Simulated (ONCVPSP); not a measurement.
## Er (Z = 68): ONCV pseudisation with LDA (Perdew-Wang 92), fully relativistic reference atom.

| Item | Value |
| --- | --- |
| Element | Er |
| Generator | ONCVPSP 4.0.1 |
| Type | optimised norm-conserving Vanderbilt (ONCV) |
| Functional | LDA (Perdew-Wang 92) |
| Relativity | fully relativistic |
| Frozen core | [Kr] 4d10 |
| Valence charge | 22 |
| Reference configuration | 4f11 5s2 5p6 5d1 6s2 |
| Partial waves | 5s+6s: rc 2.35 bohr, ncon 4, nbas 9, qcut 5.9 1/bohr, 2 projectors; 5p: rc 1.70 bohr, ncon 4, nbas 7, qcut 10 1/bohr, 2 projectors, debl 0.8 Ha; 5d: rc 3.60 bohr, ncon 4, nbas 9, qcut 4.1 1/bohr, 2 projectors, debl 1.8 Ha; 4f: rc 0.95 bohr, ncon 5, nbas 10, qcut 20.6 1/bohr, 2 projectors, debl 1.1 Ha |
| Local potential | polynomial inside 0.90 bohr (lpopt 5, dvloc0 2 Ha) |
| Core correction | none |

Open shells are filled in proportion to 2j + 1.

In the p channel the program set the typed energies aside and used -1.037, 0.250 Ha (j = l + 1/2; the other j can differ).

All-electron outer shells of the reference configuration (LDA (PZ), scalar-relativistic, ld1.x):

| shell | level (eV) | outermost node (bohr) | outermost maximum (bohr) |
| --- | --- | --- | --- |
| 4d | -172.44 | 0.25 | 0.51 |
| 5s | -56.15 | 0.60 | 1.10 |
| 5p | -29.87 | 0.65 | 1.26 |
| 4f | -9.67 | – | 0.51 |
| 6s | -4.56 | 1.49 | 3.14 |
| 5d | -2.26 | 0.73 | 1.90 |

Calculated quality:

```json
{
  "Cutoffs needed": "170 Ha and 187 Ha (the cutoffs (Ha) at which the residual kinetic energy of the hardest occupied pseudo-wave falls to 1 and 0.1 mHa per electron)",
  "Ghost test": "ghosts flagged at negative energy: s at -149.8 eV; GHOST(+) flagged for p3/2 at 97.5 eV, d5/2 at 122.3 eV, d3/2 at 131.0 eV, p1/2 at 155.0 eV; a true bound ghost makes a file unfit for plane-wave use",
  "Configuration tests": "3 of 4 tests not solved or not reliable; not counted: 4f12 5s2 5p6 5d0 6s2 (all-electron energy unsafe for a near-neutral lanthanide with less than one 5d electron, printed error -240 meV); 4f12 5s2 5p6 5d0 6s1 (all-electron energy unsafe for a near-neutral lanthanide with less than one 5d electron, printed error -195 meV); 4f12 5s2 5p5 5d0 6s2 (all-electron energy unsafe for a near-neutral lanthanide with less than one 5d electron, printed error -257 meV)"
}
```

Generation and tests took about 12 s on one core of a shared server CPU.
